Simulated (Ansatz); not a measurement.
H5ClSi2, singlet, at a GFN2-xTB geometry, atoms displaced at random by about 0.03 Å a coordinate; R2SCAN/6-31G, gradient (Ansatz, a program for electronic structure).

Input for Ansatz:
Ansatz 0.2 input:
```yaml
crystal:
  periodic: [false, false, false]
  atoms:
    - {symbol: Si, position_ang: [1.76712895, -0.15027555, 0.30898382]}
    - {symbol: Si, position_ang: [-0.43388487, -0.57987130, 0.40952330]}
    - {symbol: Cl, position_ang: [-1.46692123, 0.73532526, -0.75301049]}
    - {symbol: H, position_ang: [2.52010559, -1.14342051, 1.16784050]}
    - {symbol: H, position_ang: [2.41293003, -0.25419123, -1.04758719]}
    - {symbol: H, position_ang: [2.12565639, 1.23694184, 0.82932263]}
    - {symbol: H, position_ang: [-1.07561841, -0.35801546, 1.72108900]}
    - {symbol: H, position_ang: [-0.83542527, -1.90013264, -0.14842819]}
basis:
  gaussian:
    orbitals: 6-31G
hamiltonian:
  xc: r2scan
output: {forces: true}
```

Problem. Write the output that Ansatz gives for this input, abridged.

Solution. 
```
Functional definition: r2SCAN
580 factors; integrals over basis functions are off by at most 1.8e-4 eV
mean field evaluation 1: about -28353.6196 eV, gradient 1.1e1 eV
mean field evaluation 2: about -28353.7566 eV, gradient 9.7e0 eV
mean field evaluation 4: about -28354.0429 eV, gradient 3.2e-1 eV
mean field evaluation 8: about -28354.0335 eV, gradient 7.8e-3 eV
mean field -28354.03346957 eV, -1041.9915109524 hartree, gradient 2.2e-5 eV, S^2 0.000000; 0 other end points of the search recorded, 0 dependent functions left out
the calculation of the forces begins
reference -28354.03347986 eV, -1041.9915113307 hartree; 25, 25 occupied and 24, 24 virtual orbitals, 580 factors
Total energy: -28354.03347986 eV, -1041.9915113307 hartree
Atom 0 at     1.767129    -0.150276     0.308984 Å, force     2.053446     0.411546     0.273893 eV/Å
Atom 1 at    -0.433885    -0.579871     0.409523 Å, force    -0.082035    -1.806929     1.151523 eV/Å
Atom 2 at    -1.466921     0.735325    -0.753010 Å, force    -1.595441     2.286050    -2.065491 eV/Å
Atom 3 at     2.520106    -1.143421     1.167841 Å, force    -0.131279     0.061892     0.010857 eV/Å
Atom 4 at     2.412930    -0.254191    -1.047587 Å, force    -0.307892    -0.040130    -0.054193 eV/Å
Atom 5 at     2.125656     1.236942     0.829323 Å, force    -0.249831    -0.309735    -0.068633 eV/Å
Atom 6 at    -1.075618    -0.358015     1.721089 Å, force     0.146410    -0.225147     0.604344 eV/Å
Atom 7 at    -0.835425    -1.900133    -0.148428 Å, force     0.166624    -0.377547     0.147699 eV/Å
Dipole moment:     0.303437    -0.313987     0.276854 e Å
```
